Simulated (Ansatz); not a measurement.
Molecular dynamics, step by step

AlN₂H₅O, closed shell, BHLYP-D4/pcseg-2 (Ansatz 0.2.0). Settings (timestep in fs, temperature in K; T counts 21 degrees of freedom):

```yaml
hamiltonian: {xc: {name: BHLYP}, dispersion: d4}
md: {n_steps: 60, timestep: 0.5, temperature: 700, ensemble: nve, seed: 797, initial_velocities: maxwell_boltzmann}
```

Start, the saddle point found with PBE0-D4 in triple zeta (not stationary at another level):

Al1  (-0.407, 0.052, -0.504)
N2  (1.070, 0.335, 0.703)
N3  (-0.868, -1.164, 0.588)
H4  (0.383, -0.549, 1.122)
O5  (-0.517, 1.026, -1.885)
H6  (2.012, 0.057, 0.460)
H7  (1.116, 1.151, 1.299)
H8  (-1.571, -1.863, 0.746)
H9  (-1.218, 0.954, -2.529)
(Å)

| step | time (fs) | potential energy less the start (meV) | kinetic energy (meV) | T (K) |
| --- | --- | --- | --- | --- |
| 0 | 0.00 | 0.0 | 633.4 | 700 |
| 4 | 2.00 | 272.3 | 367.3 | 406 |
| 8 | 4.00 | 185.8 | 450.2 | 498 |
| 12 | 6.00 | 313.8 | 323.7 | 358 |
| 16 | 8.00 | 246.3 | 388.9 | 430 |
| 20 | 10.00 | 221.4 | 415.4 | 459 |
| 24 | 12.00 | 266.1 | 373.1 | 412 |
| 28 | 14.00 | -2.1 | 634.1 | 701 |
| 32 | 16.00 | 274.6 | 366.0 | 405 |
| 36 | 18.00 | 118.1 | 516.2 | 570 |
| 40 | 20.00 | 270.5 | 367.8 | 406 |
| 44 | 22.00 | 138.5 | 498.1 | 551 |
| 48 | 24.00 | 106.6 | 529.4 | 585 |
| 52 | 26.00 | 91.5 | 543.2 | 600 |
| 56 | 28.00 | 169.8 | 467.4 | 517 |
| 60 | 30.00 | 269.3 | 368.7 | 407 |

Step 8, positions (Å) and forces (eV/Å):

```csv
atom,x,y,z,Fx,Fy,Fz
Al1,-0.407,0.050,-0.492,0.372,0.628,-0.587
N2,1.098,0.348,0.729,-0.922,-1.510,-0.985
N3,-0.884,-1.172,0.582,-1.196,-1.244,-0.187
H4,0.369,-0.538,1.138,0.389,0.500,0.073
O5,-0.521,1.035,-1.917,-0.034,-0.876,1.224
H6,1.997,-0.020,0.442,-0.334,0.431,0.321
H7,1.172,1.207,1.220,0.241,0.253,0.412
H8,-1.586,-1.949,0.646,1.526,1.673,-0.006
H9,-1.307,0.904,-2.427,-0.042,0.147,-0.265
```

Step 36, positions (Å) and forces (eV/Å):

| atom | x | y | z | Fx | Fy | Fz |
| --- | --- | --- | --- | --- | --- | --- |
| Al1 | -0.402 | 0.058 | -0.483 | -0.228 | -0.414 | -0.018 |
| N2 | 1.131 | 0.363 | 0.757 | 0.435 | -0.270 | 2.560 |
| N3 | -0.935 | -1.181 | 0.521 | -0.382 | -0.709 | -0.398 |
| H4 | 0.748 | -0.184 | 1.602 | 0.211 | 0.600 | -2.286 |
| O5 | -0.549 | 0.997 | -1.927 | 0.193 | -0.351 | 1.050 |
| H6 | 1.991 | -0.131 | 0.521 | -0.477 | 0.308 | -0.095 |
| H7 | 1.421 | 1.230 | 1.204 | -0.020 | 0.026 | -0.777 |
| H8 | -1.534 | -1.985 | 0.380 | 0.157 | 0.718 | 0.125 |
| H9 | -1.418 | 0.968 | -2.308 | 0.112 | 0.092 | -0.162 |

Step 52, positions (Å) and forces (eV/Å):

| atom | x | y | z | Fx | Fy | Fz |
| --- | --- | --- | --- | --- | --- | --- |
| Al1 | -0.405 | 0.057 | -0.486 | 0.047 | -0.730 | 1.119 |
| N2 | 1.170 | 0.398 | 0.788 | -0.721 | 0.672 | 1.097 |
| N3 | -0.961 | -1.191 | 0.464 | 1.518 | 1.256 | 0.492 |
| H4 | 0.812 | -0.116 | 1.656 | 0.416 | 1.230 | -1.897 |
| O5 | -0.562 | 0.948 | -1.874 | 0.346 | 0.774 | -0.440 |
| H6 | 1.934 | -0.140 | 0.460 | 0.633 | -0.442 | -0.231 |
| H7 | 1.542 | 1.342 | 0.977 | -0.551 | -1.081 | 0.117 |
| H8 | -1.646 | -1.833 | 0.290 | -1.761 | -1.638 | -0.269 |
| H9 | -1.342 | 1.113 | -2.380 | 0.073 | -0.041 | 0.014 |

Last step (60):

Al1  (-0.407, 0.050, -0.481)
N2  (1.193, 0.425, 0.801)
N3  (-0.969, -1.195, 0.438)
H4  (0.777, -0.035, 1.565)
O5  (-0.563, 0.932, -1.850)
H6  (1.946, -0.165, 0.393)
H7  (1.549, 1.336, 0.861)
H8  (-1.820, -1.843, 0.243)
H9  (-1.277, 1.180, -2.414)
(Å)

The run took about 66 s on 4 CPU threads of an AMD EPYC 9R45 (shared host).
